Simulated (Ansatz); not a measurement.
Relaxation of C₂H₉GaSi₂ (14 atoms, charge 0, multiplicity 1), to a largest force component of 0.015 eV/Å in at most 40 steps.

Computed with RKS revPBE-D4/def2-SVP in Ansatz.

```xyz
14
Properties=species:S:1:pos:R:3
C -0.985 1.256 0.610
C 0.440 1.155 0.256
Si 0.715 -0.352 -0.823
Si 0.429 -2.199 0.368
Ga 0.369 -1.395 -2.617
H -1.185 2.229 1.211
H -1.358 0.424 1.183
H -1.599 1.412 -0.336
H 1.041 1.084 1.233
H 0.786 2.060 -0.274
H 2.139 -0.357 -1.233
H -1.071 -2.323 0.632
H 1.010 -2.093 1.643
H -0.744 -0.930 -1.823
```

Task: Where does it end, and by what steps?

Result: It converged. The force dipped under the threshold on the way, but the program's further checks kept it going. After 22 steps the energy has fallen by 5.483 eV; Ga5 moved furthest, 2.80 Å. Parted: Si3–Ga5, Ga5–H14. Joined: Si3–H14, Si4–Ga5.

```json
{"step": "0", "energy less start (eV)": "0.0000", "largest force component (eV/Å)": "6.846", "accepted": "yes"}
{"step": "1", "energy less start (eV)": "-2.0629", "largest force component (eV/Å)": "2.847", "accepted": "yes"}
{"step": "2", "energy less start (eV)": "-3.4607", "largest force component (eV/Å)": "1.831", "accepted": "yes"}
{"step": "3", "energy less start (eV)": "-4.2599", "largest force component (eV/Å)": "1.107", "accepted": "yes"}
{"step": "4", "energy less start (eV)": "-4.6710", "largest force component (eV/Å)": "1.206", "accepted": "yes"}
{"step": "5", "energy less start (eV)": "-4.9203", "largest force component (eV/Å)": "0.932", "accepted": "yes"}
{"step": "6", "energy less start (eV)": "-5.1088", "largest force component (eV/Å)": "0.384", "accepted": "yes"}
{"step": "7", "energy less start (eV)": "-5.2205", "largest force component (eV/Å)": "0.407", "accepted": "yes"}
{"step": "8", "energy less start (eV)": "-5.3192", "largest force component (eV/Å)": "0.230", "accepted": "yes"}
{"step": "9", "energy less start (eV)": "-5.3753", "largest force component (eV/Å)": "0.133", "accepted": "yes"}
{"step": "10", "energy less start (eV)": "-5.4065", "largest force component (eV/Å)": "0.174", "accepted": "yes"}
{"step": "11", "energy less start (eV)": "-5.4318", "largest force component (eV/Å)": "0.118", "accepted": "yes"}
{"step": "12", "energy less start (eV)": "-5.4512", "largest force component (eV/Å)": "0.068", "accepted": "yes"}
{"step": "13", "energy less start (eV)": "-5.4663", "largest force component (eV/Å)": "0.038", "accepted": "yes"}
{"step": "14", "energy less start (eV)": "-5.4763", "largest force component (eV/Å)": "0.072", "accepted": "yes"}
{"step": "15", "energy less start (eV)": "-5.4807", "largest force component (eV/Å)": "0.061", "accepted": "yes"}
{"step": "16", "energy less start (eV)": "-5.4820", "largest force component (eV/Å)": "0.055", "accepted": "yes"}
{"step": "17", "energy less start (eV)": "-5.4820", "largest force component (eV/Å)": "0.038", "accepted": "yes"}
{"step": "18", "energy less start (eV)": "-5.4827", "largest force component (eV/Å)": "0.026", "accepted": "yes"}
{"step": "19", "energy less start (eV)": "-5.4829", "largest force component (eV/Å)": "0.012", "accepted": "yes"}
{"step": "20", "energy less start (eV)": "-5.4831", "largest force component (eV/Å)": "0.009", "accepted": "yes"}
{"step": "21", "energy less start (eV)": "-5.4833", "largest force component (eV/Å)": "0.010", "accepted": "yes"}
{"step": "22", "energy less start (eV)": "-5.4834", "largest force component (eV/Å)": "0.009", "accepted": "yes"}
```

```xyz
14
Properties=species:S:1:pos:R:3
C -1.086 1.402 0.855
C 0.362 1.357 0.340
Si 0.679 -0.017 -0.953
Si 0.222 -2.193 -0.160
Ga 0.760 -4.073 -1.894
H -1.226 2.200 1.614
H -1.378 0.439 1.325
H -1.804 1.596 0.032
H 1.073 1.190 1.179
H 0.649 2.327 -0.122
H 2.120 0.046 -1.409
H -1.235 -2.199 0.274
H 1.024 -2.345 1.123
H -0.174 0.240 -2.176
```

The run took 64 s on 2 threads of Intel(R) Xeon(R) Platinum 8488C (Sapphire Rapids) (shared host), peak memory 0.24 GiB.
